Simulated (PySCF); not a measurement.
Constants of AuH, step by step

State: ¹Σ⁺, singlet, closed shell. De refers to H + Au (5d10 6s1). RHF-based CCSD(T) in PySCF 2.14 with H cc-pVTZ, Au cc-pVTZ-PP with ECP60 and H cc-pVQZ, Au cc-pVQZ-PP with ECP60 (frozen core orbitals: 4; scalar-relativistic core potentials). Correlation energies are extrapolated as n⁻³ (n = 3, 4), Hartree–Fock as (n+1)·exp(−9√n). CV is the change on freezing 0 orbitals instead, in H cc-pVTZ, Au cc-pwCVTZ-PP with ECP60.

```
         Level  Re (Å)  ωe (cm⁻¹)  ωexe (cm⁻¹)  αe (cm⁻¹)  De (eV)
    CCSD(T)/TZ  1.5249     2266.7         43.6      0.221    3.073
    CCSD(T)/QZ  1.5240     2290.4         47.4      0.225    3.113
        HF/CBS  1.5699     2085.5         37.5      0.207    1.725
       MP2/CBS  1.4976     2448.0         44.7      0.214    3.052
      CCSD/CBS  1.5260     2280.6         46.0      0.223    3.020
   CCSD(T)/CBS  1.5248     2289.2         47.4      0.225    3.124
CCSD(T)/CBS+CV  1.5204     2326.5         47.2      0.221    3.215
```

**Question.** How much is left between CCSD(T)/QZ and the basis-set limit, and how much do the triples give at the limit?

**Answer.** CCSD(T)/CBS less CCSD(T)/QZ: +0.8 mÅ in Re, -1.2 cm⁻¹ in ωe and +0.011 eV in De. CCSD(T)/CBS less CCSD/CBS: -1.2 mÅ in Re, +8.6 cm⁻¹ in ωe and +0.104 eV in De.

**Question.** What do the later terms add?

**Answer.** CV: -4.4 mÅ in Re, +37.3 cm⁻¹ in ωe and +0.091 eV in De, each against the row above.

The T1 diagnostic is 0.032, large enough to doubt a single reference. The open-shell atoms are computed with UHF. Spin–orbit coupling, excitations beyond (T) and corrections to the Born–Oppenheimer picture are left out.

The whole job (state search and all basis sets along the bond) took about 7.2 min on 4 threads of Arm Neoverse V2 (shared host), peak memory 6.3 GiB.
